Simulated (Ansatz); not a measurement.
Total energies of C2H4BI, SMILES `C=CBI`.

Z-matrix (Å, degrees):
```
C
C 1 1.339
H 1 1.086 2 120.9
H 1 1.086 2 122.6 3 -180.0
B 2 1.526 1 119.6 3 0.0
H 2 1.087 1 118.8 3 180.0
I 5 2.121 2 121.0 1 180.0
H 5 1.191 2 122.7 1 -0.0
```

The species carries charge 0 and has multiplicity 1. Correlated methods include outer-core shells of I, which these sets cover unevenly. I: def2 effective core potential. The structure was optimised at the PBE0-D4/def2-TZVP level. It is one conformer, not always the lowest. Basis def2-TZVPP, the Gaussian-basis code of Ansatz.

RPA on PBE orbitals: Hartree–Fock energy of these orbitals -399.41235 Eh, correlation -1.33400 Eh (frozen core).

| functional | energy without D4 (Eh) | D4 term (kJ/mol) |
| --- | --- | --- |
| LDA (SPW92) | -399.76255 | – |
| PBE | -401.04556 | -15.7 |
| revPBE | -401.22278 | -46.8 |
| BLYP | -401.10519 | -34.6 |
| r2SCAN | -401.25958 | -3.7 |
| B97M-V | -401.21097 | – |
| PBE0 | -401.08875 | -13.3 |
| B3LYP | -401.31782 | -25.6 |
| r2SCANh | -401.24568 | -4.0 |
| r2SCAN0 | -401.22566 | -4.5 |
| HSE06 (plane-wave form) | -401.08060 | -12.5 |
| BHLYP | -401.10297 | -20.4 |
| CAM-B3LYP | -401.14895 | -13.7 |
| LC-ωPBE | -401.16312 | – |
| ωB97X-V | -401.16860 | – |
| ωB97M-V | -401.13870 | – |
| B2PLYP | -400.94602 | – |
| PBE-QIDH | -400.91933 | – |

B3LYP takes the VWN-RPA correlation (the form of Gaussian; ORCA's B3LYP/G). HSE06 is the plane-wave form, built on full-range PBE exchange. The double hybrids freeze the cores in their second-order part.

LC-ωPBE has ω = 0.4 bohr⁻¹.
